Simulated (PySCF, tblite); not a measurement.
Isomers of C8H10NP. Calculated harmonic vibrations of the isolated species, GFN2-xTB (tblite), most abundant isotopes, no scaling. Errors from tens to a few hundred cm⁻¹ against measured bands are possible. One conformer each.

Electronic energies: PBE0/pcSseg-1 single points on the GFN2-xTB geometries (PySCF, gas phase).

```tsv
SMILES	electronic energy, lowest = 0 (kJ/mol)
Cc1cncpc1C1CC1	25.2
Cc1pccnc1C1CC1	2.0
Cc1ccnc(C2CC2)p1	0.0
```

**Question.** How do GFN2-xTB zero-point energies change the relative energies?

**Answer.** 
| SMILES | ZPE (kJ/mol) | of it from modes above 1550 cm⁻¹ | electronic (kJ/mol) | with ZPE, lowest = 0 (kJ/mol) | lowest mode (cm⁻¹) | rings |
| --- | --- | --- | --- | --- | --- | --- |
| Cc1ccnc(C2CC2)p1 | 415.7 | 182.7 | 0.0 | 0.0 | 46 | 2 |
| Cc1pccnc1C1CC1 | 416.8 | 182.7 | 2.0 | 3.1 | 35 | 2 |
| Cc1cncpc1C1CC1 | 417.1 | 182.3 | 25.2 | 26.6 | 45 | 2 |

The zero-point energies span 1.4 kJ/mol, from `Cc1ccnc(C2CC2)p1` to `Cc1cncpc1C1CC1`. The order is unchanged.

**Question.** And how do the electronic energies of GFN2-xTB itself compare?

**Answer.** `Cc1ccnc(C2CC2)p1` 0.0; `Cc1pccnc1C1CC1` 5.5; `Cc1cncpc1C1CC1` 5.0 kJ/mol, lowest = 0. Against the energies above, taken from the same isomer `Cc1ccnc(C2CC2)p1`, the largest difference is 20.2 kJ/mol.
